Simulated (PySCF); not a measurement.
The numbers below are computed, except where a source is named.
## CH8ClO2Si3

The system: CH8ClO2Si3, a small molecule (built as: Si site whose three back bonds go to OSiH3, OSiH3, Cl; end group CH2); neutral, doublet. The structure, one conformer, was relaxed in the gas phase by PBE0-D3(BJ)/def2-SVP. No frequency run checks that it is a minimum.

SMILES: [CH2][Si](Cl)(O[SiH3])O[SiH3]

```csv
atom,x (Å),y (Å),z (Å)
Si1,0.205,-0.906,0.399
O2,-1.252,-0.150,0.445
Si3,-2.384,0.502,-0.592
O4,1.434,0.178,0.350
Si5,2.005,1.475,-0.528
Cl6,0.258,-1.971,-1.384
C7,0.405,-2.022,1.826
H8,-3.102,-0.582,-1.322
H9,-1.712,1.405,-1.574
H10,-3.348,1.284,0.229
H11,1.294,2.717,-0.105
H12,1.778,1.247,-1.985
H13,3.462,1.612,-0.252
H14,-0.448,-2.525,2.291
H15,1.393,-2.292,2.212
```

EPR values by unrestricted B3LYP, IGLO-III on C Cl O Si, pcH-1 on H.

Predict g and the largest hyperfine couplings. Where does the spin sit?

g = 2.0020, 2.0024, 2.0029. The spin sits on C7 (103 %, bonded to 1 Si + 2 H) by Mulliken populations.
```csv
atom,isotope,isotropic (MHz),"dipolar, principal values (MHz)"
C7,13C,73.9,"-75.1, -75.1, 150.2"
H14,1H,-58.5,"-36.3, -1.3, 37.6"
H15,1H,-58.5,"-36.3, -1.4, 37.6"
Si1,29Si,58.4,"-5.1, 1.7, 3.4"
Cl6,35Cl,8.8,"-7.6, -7.1, 14.7"
O2,17O,-4.2,"-1.9, 0.8, 1.1"
```

How do the isotropic couplings move with BHandHLYP?

C7 73.9 to 94.9 MHz, H14 -58.5 to -67.5 MHz, H15 -58.5 to -67.5 MHz, Si1 58.4 to 67.4 MHz.
